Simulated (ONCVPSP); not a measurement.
Before and after: ONCV potential for tin

ONCVPSP 4.0.1 input, shortened (lines: element, Z, core and valence counts, functional; n l f; lmax; l rc ep ncon nbas qcut; lloc lpopt rc5 dvloc0; l nproj debl; icmod fcfact rcfact), PBEsol, scalar-relativistic:

```
  Sn 50.00    6    5  -116133      upf
    1    0    2.00
    2    0    2.00
    2    1    6.00
    3    0    2.00
    3    1    6.00
    3    2   10.00
    4    0    2.00
    4    1    6.00
    4    2   10.00
    5    0    2.00
    5    1    1.75
    2
    0    1.45    0.00    4    9    6.70
    1    1.25    0.00    4    8   11.50
    2    1.05    0.00    3    7    7.90
    4    3    1.05    0.00
    0    2    1.50
    1    2    1.90
    2    2    2.10
    0    0.00    0.00
```

All-electron outer shells of the reference configuration (PBEsol, scalar-relativistic, ld1.x):

```json
{"shell": "3p", "level (eV)": "-700.32", "outermost node (bohr)": "0.14", "outermost maximum (bohr)": "0.30"}
{"shell": "3d", "level (eV)": "-475.23", "outermost node (bohr)": "–", "outermost maximum (bohr)": "0.25"}
{"shell": "4s", "level (eV)": "-135.58", "outermost node (bohr)": "0.40", "outermost maximum (bohr)": "0.74"}
{"shell": "4p", "level (eV)": "-91.40", "outermost node (bohr)": "0.41", "outermost maximum (bohr)": "0.79"}
{"shell": "4d", "level (eV)": "-27.62", "outermost node (bohr)": "0.39", "outermost maximum (bohr)": "0.88"}
{"shell": "5s", "level (eV)": "-12.30", "outermost node (bohr)": "0.98", "outermost maximum (bohr)": "2.01"}
{"shell": "5p", "level (eV)": "-5.24", "outermost node (bohr)": "1.09", "outermost maximum (bohr)": "2.52"}
```

Change: local potential polynomial inside 1.05 bohr (lpopt 3, dvloc0 2.5 Ha).

Cutoffs: the cutoffs (Ha) at which the residual kinetic energy of the hardest occupied pseudo-wave falls to 1 and 0.1 mHa per electron; they do not see the model core or the augmentation charge, which bear on the density cutoff. Errors are all-electron minus pseudo energies relative to the spin-unpolarised reference configuration.

**Question.** How do hardness, ghosts and transferability respond?

**Answer.** The potential gets neither clearly harder nor softer (137 Ha and 221 Ha → 137 Ha and 221 Ha); a bound ghost appears in p, which as a rule spoils a file; of the 4 tests that both files solve, the error grows in 0 and shrinks in 2 by more than 15 % and 0.3 meV (median size 0.7 → 0.2 meV); the range in which the p phases agree narrows (upper end at the end of the scan → 3.8). In the separable form a ghost depends on how the local part lies against the semilocal potential of the channel, so the choice of the local part can create or remove one.

```tsv
quantity	base	changed
cutoff, loose	137 Ha	137 Ha
cutoff, tight	221 Ha	221 Ha
bound ghosts	none	p
GHOST(+) flags under 300 eV	none	none
error for 4s2 4p6 4d10 5s2 5p2, meV [ΔE -1.12 eV]	+0.2	-0.2
error for 4s2 4p6 4d10 5s2 5p1, meV [ΔE 5.78 eV]	-1.1	+0.2
error for 4s2 4p6 4d10 5s2 5p0, meV [ΔE 19.75 eV]	-3.8	-0.4
error for 4s2 4p6 4d10 5s2 5p1.5, meV [ΔE 1.51 eV]	-0.3	+0.1
s: phases at 1.47 bohr within 0.05 rad from the reference energy up to (Ha; the scan ends near 5)	to the end of the scan	to the end of the scan
p: phases at 1.27 bohr within 0.05 rad from the reference energy up to (Ha; the scan ends near 5)	to the end of the scan	3.8
d: phases at 1.06 bohr within 0.05 rad from the reference energy up to (Ha; the scan ends near 5)	to the end of the scan	to the end of the scan
```

 A true bound ghost makes a file unfit for plane-wave use even where its test errors are small: the radial tests pick states by their node count and pass the ghost by.
